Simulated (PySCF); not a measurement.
## C₆ coefficients of unlike pairs at PBE

Calculated with PySCF 2.14 from the dipole response of each species, C₆(A,B) = (3/π) ∫ α_A(iu) α_B(iu) du, in atomic units, from isotropic polarisabilities. For ions this is the dispersion term alone; charge-induced terms of lower order in 1/R come first.

```csv
species,configuration,basis,relativity,α (bohr³),C₆ (like pair)
Ta,[Xe] 4f14 5d3 6s2 (4F),def2-TZVPPD with the def2 core potential (60 electrons) (6s5p3d2f1g),core potential,80.71,988.4
B,[He] 2s2 2p1 (2P),"x2c-TZVPPall with one added diffuse shell each of s, p, d type (6s4p3d1f)",spin-free X2C,23.59,116.1
Fe,[Ar] 3d6 4s2 (5D),def2-QZVPPD (11s6p5d4f2g),none,63.52,572.2
Si,[Ne] 3s2 3p2 (3P),aug-cc-pCVQZ-DK (10s9p7d5f3g),spin-free X2C,41.79,343.5
```

Estimate C₆ for Si with Fe.

The integral gives 438.6. The combination rule 2 C_A C_B / (C_A α_B/α_A + C_B α_A/α_B) gives 437.5 and the geometric mean 443.3.

No spin-orbit coupling is included.

The other pairs:

```csv
pair,C₆
"Fe, B",253.9
"B, Ta",335.8
"Si, Ta",579.1
"Fe, Ta",750.7
"Si, B",199.5
```
